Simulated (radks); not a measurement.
Question: The mean radii <r> (bohr) of the occupied orbitals of an atom or ion are listed with their occupations. All-electron calculation, Dirac Kohn-Sham, relativistic LDA (MacDonald-Vosko exchange, VWN5 correlation), spin-unpolarised, spherical densities, finite nucleus; Fermi nuclear charge, rms radius of each element as measured or else 0.836 A^(1/3) + 0.57 fm. Program: a radial shooting solver on a logarithmic mesh with Libxc functionals.

| orbital | occ. | <r> |
|---|---|---|
| 1s1/2 | 2 | 0.09090 |
| 2s1/2 | 1 | 0.4038 |
| 2p1/2 | 2 | 0.3530 |
| 2p3/2 | 1 | 0.3548 |

Name the element and its charge.

Answer: Z = 17, chlorine, charge +11: Cl11+ in [He] 2s1 2p(1/2: 2, 3/2: 1). The 1s radius gives Z: for a bare nucleus <r> = (2 gamma + 1)/(2Z) with gamma = sqrt(1 - (Z/c)^2), 0.08778 bohr for Z = 17, and screening makes it slightly larger (0.09090 here). The occupations add up to 6, and the charge is Z minus that.
